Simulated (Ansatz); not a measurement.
Ansatz (a first-principles code) input (PBE0/def2-TZVP):

Ansatz 0.2 input:
```yaml
crystal:
  periodic: [false, false, false]
  atoms:
    - {symbol: B, position_ang: [-0.35832591, -0.06983585, 0.03930987]}
    - {symbol: Cl, position_ang: [0.26645090, 1.56418242, 0.25377053]}
    - {symbol: Cl, position_ang: [0.76869642, -1.36243762, -0.36733058]}
    - {symbol: C, position_ang: [-1.83546359, -0.35772227, 0.20135815]}
    - {symbol: H, position_ang: [-2.54855160, 0.41866886, 0.45088797]}
    - {symbol: H, position_ang: [-2.24454178, -1.35281772, 0.07493473]}
basis:
  gaussian:
    orbitals: def2-TZVP
hamiltonian:
  xc: {name: PBE0}
magnetization: {spin_polarized: true, initial_magnetization: 1}
```

Output:

```
Functional definition: PBE0
integrals: 0.07 GiB planned
973 factors; their error is unknown
mean field: 0.82 GiB planned
mean field evaluation 1: about -26778.4417 eV, gradient 2.9e1 eV
mean field evaluation 2: about -26776.3932 eV, gradient 3.4e1 eV
mean field evaluation 4: about -26782.9787 eV, gradient 2.3e0 eV
mean field evaluation 8: about -26783.0069 eV, gradient 4.5e-2 eV
mean field evaluation 16: about -26783.0767 eV, gradient 2.6e-5 eV
mean field -26783.07672730 eV, -984.2599155069 hartree, gradient 2.6e-5 eV, S^2 0.753737; 0 other end points of the search recorded, 0 dependent functions left out
reference -26783.07675393 eV, -984.2599164853 hartree; 24, 23 occupied and 124, 125 virtual orbitals, 973 factors
Total energy: -26783.07675393 eV, -984.2599164853 hartree
```

It need not be the lowest isomer of its formula.
